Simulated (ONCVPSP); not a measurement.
Reading a pseudo-wave (Al)

Columns: radius, all-electron u(r) and pseudo u(r) of the 2p shell (level -69.64 eV) of aluminium in the configuration [He] 2s2 2p6 3s2 3p1; PBE, scalar-relativistic, ONCV scheme, ONCVPSP 4.0.1.

| r (bohr) | all-electron | pseudo |
| --- | --- | --- |
| 0.047 | 0.1138 | 0.0372 |
| 0.095 | 0.3447 | 0.1457 |
| 0.142 | 0.5858 | 0.3076 |
| 0.190 | 0.8027 | 0.5098 |
| 0.237 | 0.9712 | 0.7218 |
| 0.285 | 1.0965 | 0.9296 |
| 0.332 | 1.1763 | 1.1039 |
| 0.380 | 1.2206 | 1.2370 |
| 0.427 | 1.2340 | 1.3158 |
| 0.475 | 1.2238 | 1.3445 |
| 0.522 | 1.1962 | 1.3289 |
| 0.570 | 1.1549 | 1.2780 |
| 0.617 | 1.1055 | 1.2040 |
| 0.665 | 1.0490 | 1.1152 |
| 0.712 | 0.9903 | 1.0263 |
| 0.760 | 0.9287 | 0.9427 |
| 0.807 | 0.8683 | 0.8715 |
| 0.855 | 0.8075 | 0.8076 |
| 0.902 | 0.7496 | 0.7495 |
| 0.950 | 0.6928 | 0.6927 |
| 0.997 | 0.6398 | 0.6397 |
| 1.045 | 0.5886 | 0.5885 |
| 1.092 | 0.5413 | 0.5413 |
| 1.140 | 0.4961 | 0.4961 |
| 1.187 | 0.4549 | 0.4548 |
| 1.235 | 0.4157 | 0.4156 |

Task: How many radial nodes do the two functions have?

Result: The all-electron 2p function has n − l − 1 = 0; the pseudo-wave has 0.

Task: At about which radius was the pseudo-wave matched?

Result: 0.90 bohr, where the columns begin to agree (steps of 0.05 bohr).

Task: Is the pseudo-wave norm-conserving?

Result: Yes: the ONCV scheme keeps the norm inside the radius equal to the all-electron one, which fixes the energy derivative of the logarithmic derivative at the level.
